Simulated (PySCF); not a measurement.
Au₂H₈S₂Si₄, SMILES [Au][S][SiH2][SiH2][SiH2][SiH2][S][Au], multiplicity 1.

Coordinates come from a PBE0-D3(BJ)/def2-SVP optimisation. The multiplicity is an assumed one; other spin states were not compared. The def2 effective core potentials stand for the cores of Au; spin–orbit coupling is left out. Other conformers were not sampled.

Level of theory: TDA-PBE/def2-SVP (PySCF).

Vertical excitations. The molecule is in vacuum. State labels are in the subgroup C2.

Task: Estimate the UV-visible absorptions. (The exact figures need the calculation; the answer reports its results.)

Result: 
| state | symmetry | energy (eV) | λ (nm) | f | main pairs |
|---|---|---|---|---|---|
| S1 | A | 1.66 | 749 | 0.001 | HOMO→LUMO 78 %, HOMO−1→LUMO+1 22 % |
| S2 | B | 1.66 | 748 | 0.000 | HOMO−1→LUMO 77 %, HOMO→LUMO+1 23 % |
| S3 | B | 1.95 | 637 | 0.000 | HOMO→LUMO+1 77 %, HOMO−1→LUMO 23 % |
| S4 | A | 1.95 | 636 | 0.004 | HOMO−1→LUMO+1 78 %, HOMO→LUMO 22 % |
| S5 | B | 2.43 | 511 | 0.432 | HOMO−2→LUMO 88 % |
| S6 | A | 2.48 | 500 | 0.000 | HOMO−2→LUMO+1 62 %, HOMO−3→LUMO 36 % |
| T1 | A | 1.42 | 872 | 0 | HOMO→LUMO 78 %, HOMO−1→LUMO+1 22 % |
| T2 | B | 1.42 | 871 | 0 | HOMO−1→LUMO 77 %, HOMO→LUMO+1 23 % |
Triplets are in the Tamm–Dancoff approximation.
